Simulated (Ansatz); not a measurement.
Consider the cleavage of the Si–Si bond: `[NH2][AlH][SiH2][SiH2]Cl` + `BN[SiH3]` → `BN([SiH3])[SiH2]Cl` + `[NH2][AlH][SiH3]`.

Calculated with Ansatz (gas phase, PBE0-D4/def2-TZVP geometries, no zero-point term in ΔE). CCSD(T)/CBS is the MP2 limit (def2-TZVPP, def2-QZVPP) plus CCSD(T) − MP2 in def2-TZVPP, frozen cores. Functionals use def2-TZVPP. B3LYP here is the variant with VWN-RPA as its local correlation; programs differ in this. One conformer a species, not always the lowest.

Problem. Is it downhill or uphill in electronic energy at CCSD(T)/CBS, and by how much? (Best estimate.)

Solution. Computed: Downhill: ΔE = -39.6 kJ/mol.

Problem. What do these levels give: B3LYP-D4, PBE, CCSD/def2-TZVPP, HF/def2-QZVPP, SCS-MP2/def2-QZVPP, HF/CBS(def2)? (Best estimate.)

Solution. Computed: B3LYP-D4 -35.2, PBE -16.6, CCSD/def2-TZVPP -42.8, HF/def2-QZVPP -54.5, SCS-MP2/def2-QZVPP -49.0, HF/CBS(def2) -54.7 kJ/mol.

Largest T1 diagnostic among the species: 0.013.

In def2-TZVPP, CCSD(T) changes the Hartree–Fock value by +11.4 kJ/mol (the triples alone add +1.7 kJ/mol) and MP2 by +5.1 kJ/mol. From PBE to PBE0 (25 % exact exchange), in def2-TZVPP and without D4, ΔE moves by −6.8 kJ/mol.
